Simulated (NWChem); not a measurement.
System: PbH$_{2}$S$_{2}$, singlet; SMILES [SH][Pb][SH]

```xyz
5

Pb    -0.5303     0.0149     0.0000
S      1.1773     1.9055     0.0000
H      2.2577     1.0931     0.0000
S      1.2497    -1.8145     0.0000
H      0.3520    -2.8256     0.0000
```
Atoms are numbered in this order, from 1.

Level: PBE0/def2-SVP with def2 effective core potentials on Pb (NWChem), optimised geometry, unscaled harmonic frequencies. Low-valent species are run as closed-shell singlets; no triplet was tried in these runs. def2 effective core potentials on Pb; no spin-orbit coupling.

### Question
List the harmonic frequencies with IR intensities, and the thermochemistry.

### Answer
```json
[
 {"frequency (cm⁻¹)": "97", "IR intensity (km/mol)": "3.2"},
 {"frequency (cm⁻¹)": "228", "IR intensity (km/mol)": "38.4"},
 {"frequency (cm⁻¹)": "303", "IR intensity (km/mol)": "44.0"},
 {"frequency (cm⁻¹)": "308", "IR intensity (km/mol)": "2.2"},
 {"frequency (cm⁻¹)": "312", "IR intensity (km/mol)": "28.0"},
 {"frequency (cm⁻¹)": "581", "IR intensity (km/mol)": "11.4"},
 {"frequency (cm⁻¹)": "622", "IR intensity (km/mol)": "7.2"},
 {"frequency (cm⁻¹)": "2707", "IR intensity (km/mol)": "0.8"},
 {"frequency (cm⁻¹)": "2713", "IR intensity (km/mol)": "1.0"}
]
```

The zero-point energy is 11.2 kcal/mol. The thermal correction to the enthalpy at 298.15 K (with zero-point energy) is 15.4 kcal/mol and the heat capacity Cv is 16.7 cal/(mol K). The entropy at 298.15 K and 1 atm (symmetry number 1) is 81.0 cal/(mol K).

Rigid rotor and harmonic oscillator; modes under 100 cm⁻¹ make the entropy uncertain.
